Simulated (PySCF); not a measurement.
Dipole polarisabilities along group 6

Calculated with PySCF 2.14 for the ground configurations, without spin-orbit coupling: coupled response for Hartree-Fock and DFT. Mean α in bohr³, C₆ of like pairs in atomic units.

| species | α UHF | α PBE | α PBE0 | α recommended (Schwerdtfeger and Nagle) | C₆ UHF | C₆ PBE | C₆ PBE0 |
| --- | --- | --- | --- | --- | --- | --- | --- |
| Cr [Ar] 3d5 4s1 (def2-TZVPPD, non-relativistic) | 111.4 | 67.64 | 74.18 | 83 ± 12 | 987.2 | 487.9 | 563.5 |
| Mo [Kr] 4d5 5s1 (def2-TZVPPD with the def2 core potential (28 electrons), ECP) | 103.9 | 66.13 | 71.78 | 87 ± 6 | 1076 | 593.9 | 664.4 |
| W [Xe] 4f14 5d4 6s2 (def2-TZVPPD with the def2 core potential (60 electrons), ECP) | 97.64 | 69.10 | 72.76 | 68 ± 15 | 1173 | 800.1 | 857.1 |

Hartree-Fock lacks correlation. All values carry a basis error, and heavy open shells lack spin-orbit coupling.
